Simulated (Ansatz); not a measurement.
`[SiH3][SiH2]C[SeH]` + `OCF` → `FCO[SiH2][SiH3]` + `C[SeH]`  (ligand exchange at the Si–C bond)

Isolated molecules relaxed with PBE0-D4/def2-TZVP in Ansatz; ΔE leaves out vibrations. CCSD(T)/CBS adds triple-zeta CCSD(T) − MP2 to the extrapolated MP2 energy (def2 sets, frozen cores). Functionals use def2-TZVPP. B3LYP here is the variant with VWN-RPA as its local correlation; programs differ in this. For Se outer-core shells are correlated without core-valence functions, which leaves a few kJ/mol of doubt a bond. Scalar relativity is left out up to krypton. One conformer a species, not always the lowest.

| level | ΔE (kJ/mol) | difference from CCSD(T)/CBS |
| --- | --- | --- |
| PBE-D4 | -64.0 | 8.4 |
| r2SCAN-D4 | -76.2 | -3.8 |
| PBE0-D4 | -66.5 | 5.9 |
| B3LYP-D4 | -78.5 | -6.1 |
| ωB97M-V | -74.8 | -2.4 |
| B2PLYP | -81.7 | -9.3 |
| PBE | -67.9 | 4.5 |
| B3LYP | -85.1 | -12.7 |
| HF/def2-TZVPP | -98.1 | -25.7 |
| MP2/def2-TZVPP | -72.0 | 0.4 |
| SCS-MP2/def2-TZVPP | -78.1 | -5.7 |
| CCSD/def2-TZVPP | -77.4 | -5.0 |
| HF/def2-QZVPP | -99.6 | -27.2 |
| MP2/def2-QZVPP | -71.6 | 0.8 |
| SCS-MP2/def2-QZVPP | -77.8 | -5.4 |
| HF/CBS(def2) | -99.9 | -27.5 |
| CCSD(T)/CBS | -72.4 | 0 |

Largest T1 diagnostic among the species: 0.013.

In def2-TZVPP, CCSD(T) changes the Hartree–Fock value by +24.1 kJ/mol (the triples alone add +3.4 kJ/mol) and MP2 by +26.1 kJ/mol. The D4 term adds +6.5 kJ/mol with B3LYP and +3.5 kJ/mol with PBE0; it sums over pairs of atoms, weighted by their polarisabilities, and B3LYP, whose exchange is more repulsive, gets the larger term.

CCSD(T)/CBS has its own doubt, a few kJ/mol and more with outer-core shells, so smaller differences from it don't rank the levels.
